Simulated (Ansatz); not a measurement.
```yaml
crystal:
  periodic: [false, false, false]
  atoms:
    - {symbol: F, position_ang: [1.756618, -1.327262, 0.517148]}
    - {symbol: C, position_ang: [1.068150, -0.246685, 0.071547]}
    - {symbol: C, position_ang: [-0.017938, -0.512174, -0.985677]}
    - {symbol: C, position_ang: [-0.940429, 0.440511, -0.228051]}
    - {symbol: F, position_ang: [-0.906068, 1.697482, -0.714361]}
    - {symbol: F, position_ang: [-2.218216, 0.081290, -0.078430]}
    - {symbol: C, position_ang: [-0.021434, 0.298245, 1.017041]}
    - {symbol: F, position_ang: [-0.478413, -0.641743, 1.854936]}
    - {symbol: F, position_ang: [0.251716, 1.404814, 1.711967]}
    - {symbol: H, position_ang: [1.767479, 0.543588, -0.211113]}
    - {symbol: H, position_ang: [-0.385571, -1.535747, -0.901577]}
    - {symbol: H, position_ang: [0.201207, -0.257520, -2.019526]}
basis:
  gaussian: {orbitals: def2-mTZVP, fitting: {mean_field: def2-universal-jkfit}}
magnetization: {spin_polarized: true, initial_magnetization: 3}
hamiltonian: {xc: {name: B3LYP5}, pseudopotentials: {relativity: scalar}}
```

```sh
$ ansatz run in.yaml --threads 2 --pin off --events-out ev --progress --plain --max-ram 32768MiB --backend cpu
```

(1) How does Ansatz answer? (An estimate is asked.)

Answers

(1) Computed: The input was rejected before any iteration.
```
Error: a molecule whose nuclei and cores have a total charge of 72 cannot have a net charge of 0 together with 3 unpaired electrons
```

B3LYP here is the variant with VWN-RPA as its local correlation; programs differ in this.
